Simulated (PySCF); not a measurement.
C₅H₁₀OS.
SMILES: `O=S1CCCCC1`

A linear-response calculation (PySCF, def2-SVPD basis, gas phase, vertical, core orbitals frozen in the response) gave these numbers; the functional is withheld.

Orbital energies (eV): HOMO-3 -9.69, HOMO-2 -9.62, HOMO-1 -7.51, HOMO -6.56, LUMO 0.29, LUMO+1 0.63, LUMO+2 0.76.

```tsv
state	E (eV)	f	main configurations (H = HOMO, L = LUMO)
S1	5.60	0.0055	H→L (73%), H→L+2 (13%), H→L+3 (9%)
S2	5.94	0.035	H→L+1 (91%)
S3	6.16	0.0097	H→L+2 (65%), H→L (20%), H→L+3 (13%)
S4	6.45	0.067	H→L+3 (77%), H→L+2 (21%)
S5	6.46	0.0034	H-1→L (70%), H-1→L+2 (14%), H-1→L+3 (9%)
S6	6.92	0.0043	H→L+5 (82%), H→L+1 (8%)
```

Triplets, Tamm–Dancoff:

| state | E (eV) | λ (nm) | main configurations (H = HOMO, L = LUMO) |
| --- | --- | --- | --- |
| T1 | 4.95 | 250.5 | H→L (52%), H→L+2 (19%), H→L+3 (15%) |
| T2 | 5.26 | 235.7 | H→L+1 (72%), H→L+5 (20%) |
| T3 | 6.02 | 205.9 | H→L+2 (54%), H→L (31%), H→L+3 (10%) |
| T4 | 6.10 | 203.3 | H-1→L (58%), H-1→L+2 (16%), H-1→L+3 (12%) |

Vertical ionisation energy by ΔSCF with the same functional: 8.56 eV. Mean static polarisability: 82.5 au.

Task: Name the functional.
A. PBE
B. CAM-B3LYP
C. PBE0
D. HF

Result: C. PBE0 is a global hybrid with 25% exact exchange. In this run −ε(HOMO) = 6.56 eV differs from the ΔSCF value by -2.00 eV, and S1 differs from the orbital gap of 6.85 eV by -1.26 eV. The ratio −ε(HOMO)/IP is 0.77. Usual ranges for neutral molecules in this basis: 0.7 to 0.83 with PBE0, 0.5 to 0.7 with PBE, 0.85 to 0.93 with CAM-B3LYP; with Hartree–Fock the ratio is 1 or more (Koopmans' value less the relaxation energy is the ΔSCF value).

Level of theory: TDDFT PBE0/def2-SVPD, vertical, gas phase, core orbitals frozen in the response (PySCF). The structure is a single PBE0-D3(BJ)/def2-SVP conformer in the gas phase; no vibrational or solvent corrections.
